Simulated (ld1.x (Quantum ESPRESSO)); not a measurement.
## Before and after: TM potential for chromium

```json
{
 "Element": "Cr",
 "Generator": "ld1.x (Quantum ESPRESSO) 7.5",
 "Type": "norm-conserving Troullier–Martins (Kleinman–Bylander form)",
 "Functional": "LDA (PZ)",
 "Relativity": "scalar-relativistic",
 "Frozen core": "[Ar]",
 "Valence charge": "6",
 "Reference configuration": "3d5 4s0 4p0 (charge +1)",
 "Partial waves": "4s (bound, empty): rc 2.40 bohr; 4p (bound, empty): rc 3.45 bohr; 3d (bound): rc 1.75 bohr; 4f channel at 0.2 Ry: rc 3.60 bohr",
 "Local potential": "all-electron potential smoothed inside 2.65 bohr (lloc = -1)",
 "Core correction": "Bessel-smoothed model core inside 1.60 bohr"
}
```

All-electron outer shells of the reference configuration (LDA (PZ), scalar-relativistic, ld1.x):

```tsv
shell	level (eV)	outermost node (bohr)	outermost maximum (bohr)
3p	-52.46	0.33	0.80
4s	-10.19	1.12	2.55
3d	-10.16	–	0.84
4p	-6.10	1.24	3.19
```

Change: wave 4s (bound): rc 2.40 bohr becomes 4s (bound): rc 3.00 bohr.

Cutoffs: the cutoffs (Ry, on a coarse ladder) from which the occupation-weighted sum of valence levels, in a spherical-Bessel basis at the reference potential, stays within 10 and 1 mRy of its value at 400 Ry; they do not see the model core or the augmentation charge, which bear on the density cutoff. Errors are all-electron minus pseudo energies relative to the spin-unpolarised reference configuration.

Q: Predict the effect on cutoff, ghosts and configuration errors.

A: The potential gets neither clearly harder nor softer (80 Ry and 90 Ry → 80 Ry and 90 Ry); of the 9 tests that both files solve, the error grows in 1 and shrinks in 2 by more than 15 % and 0.3 meV (median size 243.2 → 192.4 meV); neither file shows a bound ghost.

| quantity | base | changed |
| --- | --- | --- |
| cutoff, loose | 80 Ry | 80 Ry |
| cutoff, tight | 90 Ry | 90 Ry |
| bound ghosts | none | none |
| error for 3d5 4s1 4p0, meV [ΔE -7.14 eV] | -14 | -11 |
| error for 3d4 4s0 4p0, meV [ΔE 16.34 eV] | -191 | -191 |
| error for 3d3 4s0 4p0, meV [ΔE 47.37 eV] | -1108 | -1109 |
| error for 3d4 4s1 4p1, meV [ΔE -3.53 eV] | -243 | -211 |
| error for 3d4 4s2 4p0, meV [ΔE -7.20 eV] | -245 | -192 |
| error for 3d5 4s0 4p1, meV [ΔE -3.94 eV] | -5.0 | -5.0 |
| error for 3d5.5 4s0.5 4p0, meV [ΔE -6.42 eV] | -5.7 | -6.7 |
| error for 3d5 4s0 4p0 (spin-polarised), meV [ΔE -4.46 eV] | +665 | +665 |
| error for 3d5 4s1 4p0 (spin-polarised), meV [ΔE -12.06 eV] | +623 | +627 |
| s: phases at 3.92 bohr within 0.05 rad from the reference energy up to (Ry; the scan ends near 5) | 0.4 | 0.3 |
| p: phases at 3.92 bohr within 0.05 rad from the reference energy up to (Ry; the scan ends near 5) | 0.8 | 0.8 |
| d: phases at 3.92 bohr within 0.05 rad from the reference energy up to (Ry; the scan ends near 5) | 0.0 | 0.0 |
| f: phases at 3.92 bohr within 0.05 rad from the reference energy up to (Ry; the scan ends near 5) | 2.6 | 2.6 |
